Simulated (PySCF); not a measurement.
An unknown shows these calculated signals:

¹H NMR (600 MHz, computed): δ 6.31 (m, 1H), 5.52 (d, 1H), 3.90 (t, 3H), 2.13 (m, 2H), 2.11 (s, 3H).

¹³C{¹H} NMR (computed): δ 154.9 (CH), 114.2 (CH), 92.9 (C), 89.0 (C), 72.9 (C), 71.0 (C), 16.4 (CH2), 6.0 (CH3).

- shielding tensors at PBE0/pcSseg-1 (GIAO)
- geometry from PBE0-D3(BJ)/def2-SVP
- run in PySCF 2.14
- no solvent model, rapidly exchanging positions averaged, single conformer, non-relativistic Hamiltonian

Scale: ¹H (σref 31.27) and ¹³C (σref 184.41) vs TMS (reference shieldings calculated alike).

Which of these does the molecule contain: a Si–H bond, a non-aromatic C=C double bond, a Si–CH3 group, a benzene ring, a C≡C triple bond, an S-methyl group?

Results:


- A Si–H bond: yes (δH 3.90 (t)).
- A non-aromatic C=C double bond: yes.
- A Si–CH3 group: no.
- A benzene ring: no.
- A C≡C triple bond: yes (δC 89.0, 71.0).
- An S-methyl group: no.

The data belong to SMILES CC#CC#C/C=C\C[SiH3], C$_{8}$H$_{10}$Si; they needn't prove each group on their own.

Carbon signals by region: 2 in the sp2 and nitrile region (100–160 ppm), 4 at 50–100 ppm, 2 below 50 ppm.

Shifts are as computed. Against solution values, carbons near 30 ppm lie about +2 ppm off and those near 130 ppm about +5 ppm. Of 1309 compounds with measured shifts, 239 miss one by over three times the rms of a fit or turn the order of signals round; such compounds aren't used in these exercises. No couplings were computed; multiplicities are counted from neighbouring protons, with m where these are inequivalent, close in shift, in a saturated or five-membered ring or joined by F or P, and br s for small geminal =CH2 splittings.
